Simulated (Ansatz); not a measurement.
A relaxation, step by step

CH$_{6}$Ge, closed shell, PBE0-D4/def2-TZVP (Ansatz 0.2.0). Settings:

```yaml
hamiltonian: {xc: pbe0, dispersion: d4}
relax: {f_tol: 0.005, max_steps: 200}
```

Start, a step off a saddle point along its unstable mode:

```xyz
8
angstrom
Ge -1.3822 0.7306 0.2725
H -0.0985 -0.4805 0.3475
C 0.8341 0.1031 -0.0654
H -1.2820 -0.7926 0.9879
H -1.7148 -0.0107 -1.0964
H 1.3509 0.5026 0.8198
H 0.9973 0.7934 -0.8943
H 1.2951 -0.8460 -0.3716
```

```csv
step,energy less the last (meV),largest force component (eV/Å)
1,701.2,1.411
2,384.3,0.745
3,110.2,0.485
4,31.7,0.384
5,9.1,0.407
6,1.7,0.048
7,1.4,0.079
8,0.5,0.019
9,0.2,0.008
10,0.1,0.023
11,0.0,0.011
12,0.0,0.006
13,0.0,0.005
14 (rejected trial),0.0,0.004
15,0.0,0.001
```

Step 8, positions (Å) and forces (eV/Å):

```csv
atom,x,y,z,Fx,Fy,Fz
Ge1,-1.663,0.738,0.289,0.013,-0.015,-0.003
H2,0.214,-0.570,0.337,0.007,0.003,-0.003
C3,1.079,-0.004,-0.048,-0.015,0.005,0.019
H4,-1.881,-0.639,1.067,-0.005,0.004,-0.002
H5,-1.868,0.004,-1.111,-0.002,0.002,0.002
H6,1.591,0.481,0.780,0.006,-0.003,-0.005
H7,0.802,0.737,-0.798,0.002,0.001,-0.006
H8,1.726,-0.747,-0.517,-0.007,0.001,-0.001
```

Step 10, positions (Å) and forces (eV/Å):

```
atom       x       y       z      Fx      Fy      Fz
 Ge1  -1.661   0.731   0.272  -0.005   0.007   0.002
  H2   0.219  -0.550   0.390   0.023   0.010  -0.012
  C3   1.075   0.000  -0.039   0.007  -0.009   0.003
  H4  -1.885  -0.642   1.056   0.000  -0.003  -0.002
  H5  -1.845  -0.010  -1.126   0.003  -0.002   0.001
  H6   1.635   0.471   0.766  -0.014  -0.008  -0.021
  H7   0.779   0.752  -0.773   0.004  -0.007   0.014
  H8   1.682  -0.752  -0.545  -0.019   0.013   0.016
```

Step 11, positions (Å) and forces (eV/Å):

```csv
atom,x,y,z,Fx,Fy,Fz
Ge1,-1.663,0.731,0.273,-0.001,0.007,0.000
H2,0.220,-0.547,0.392,0.011,0.005,-0.002
C3,1.075,0.000,-0.039,0.006,-0.008,-0.002
H4,-1.886,-0.643,1.054,0.000,-0.005,0.003
H5,-1.843,-0.010,-1.126,0.001,-0.001,-0.003
H6,1.639,0.471,0.764,-0.010,-0.004,-0.011
H7,0.778,0.752,-0.772,0.003,-0.002,0.007
H8,1.679,-0.753,-0.545,-0.010,0.008,0.008
```

Last step (15):

Ge1  (-1.666, 0.730, 0.270)
H2  (0.224, -0.542, 0.407)
C3  (1.075, 0.001, -0.037)
H4  (-1.888, -0.646, 1.049)
H5  (-1.836, -0.011, -1.131)
H6  (1.651, 0.470, 0.758)
H7  (0.772, 0.754, -0.766)
H8  (1.668, -0.756, -0.551)
(Å)

The run took about 27 s on 2 CPU threads of an Arm Neoverse V1 (shared host).
